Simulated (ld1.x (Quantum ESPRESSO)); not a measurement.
## Transferability test, TM potential for Cu

Cu (Z = 29), norm-conserving Troullier–Martins (Kleinman–Bylander form), made with ld1.x (Quantum ESPRESSO) 7.5 (PBE, scalar-relativistic). Core [Ar], reference 3d10 4s0.5 4p0.5. Waves: 4s (bound): rc 2.05 bohr; 4p (bound): rc 2.95 bohr; 3d (bound): rc 1.60 bohr; 4f channel at 0.4 Ry: rc 3.00 bohr. Local part: all-electron potential smoothed inside 1.90 bohr (lloc = -1). Core correction: a·sin(br)/r model core inside 1.65 bohr.

Energies are relative to the spin-unpolarised reference configuration 3d10 4s0.5 4p0.5; without spin polarisation the order of configurations can differ from experiment. The frozen-core shift is the all-electron ΔE with the core orbitals held at their reference shape minus the fully relaxed ΔE.

(1) Give the all-electron excitation energy and the error of the potential for: 3d10 4s1 4p0; 3d10 4s0 4p0; 3d9 4s0 4p0; 3d10 4s0 4p1; 3d9 4s1 4p1; 3d9 4s2 4p0; 3d8 4s0 4p0.

Answers

(1)

| valence configuration | charge | ΔE all-electron (eV) | error AE − PS (meV) | frozen-core shift (meV) |
| --- | --- | --- | --- | --- |
| 3d10 4s1 4p0 | 0 | -2.009 | +0.1 | 0.0 |
| 3d10 4s0 4p0 | +1 | 6.139 | -4.9 | +3.0 |
| 3d9 4s0 4p0 | +2 | 27.471 | -76 | +57 |
| 3d10 4s0 4p1 | 0 | 2.127 | -0.2 | +0.7 |
| 3d9 4s1 4p1 | 0 | 4.801 | -104 | +62 |
| 3d9 4s2 4p0 | 0 | -0.039 | -115 | +66 |
| 3d8 4s0 4p0 | +3 | 66.491 | -504 | +482 |
